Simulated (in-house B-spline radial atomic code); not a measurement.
Settings and results of a run for C⁺. Level of theory: non-relativistic M06-L, spin-polarised, spherical fractional occupations, point nucleus; calculated with an all-electron radial atomic-structure program (B-spline basis).

Command:
```bash
python run_scf.py task.json out
```
Settings:
```
Z                6
configuration    [He] 2s2 2p1
hamiltonian      nr
method           m06l
spin_polarised   True
```

Output (hartree, bohr):
```
 radial grid: 41 intervals, B-splines of order 8, outer radius 23.5294 bohr

 iter        energy (Eh)    residual
    1         -37.405321    2.60e-02
    2         -37.411663    5.61e-03
    3         -37.411848    2.98e-03
    4         -37.411904    1.83e-03
    5         -37.411938    5.04e-04
    6         -37.411942    1.56e-04
    7         -37.411942    2.91e-05
    8         -37.411942    1.23e-05
    9         -37.411942    7.27e-07
   10         -37.411942    2.41e-07
   11         -37.411942    4.96e-08

 total energy                       -37.41194
 kinetic                              37.3068
 electron-nucleus                    -84.8886
 Hartree                              15.0113
 exchange-correlation                 -4.8415

 orbital      occ     eigenvalue          <r>       <r^2>       <1/r>     <1/r^3>       <r^4>       r_max
 1s up      1.000       -10.7539     0.269743   0.0984992     5.65206           -   0.0257668      0.1758
 1s down    1.000       -10.7278     0.268262   0.0971316     5.66905           -   0.0247956      0.1757
 2s up      1.000        -1.0116      1.43298     2.42215    0.994834           -     10.3318       1.164
 2s down    1.000        -0.9195      1.48583     2.61458    0.951445           -     12.2503       1.185
 2p up      1.000        -0.6484      1.47648     2.69454    0.880717     2.22529     15.0978       1.122

 Slater integrals (Eh)
   F0(2s up,2s up)               0.631503
   F0(2s up,2s down)             0.620297
   F0(2s up,2p up)               0.623548
   G1(2s up,2p up)               0.388401
   F0(2s down,2s down)           0.609628
   F0(2s down,2p up)             0.612485
   F0(2p up,2p up)               0.619185
   F2(2p up,2p up)               0.287889
```

Time taken, with all properties: 0.13 s on 1 thread of Arm Neoverse V1, on a shared host.
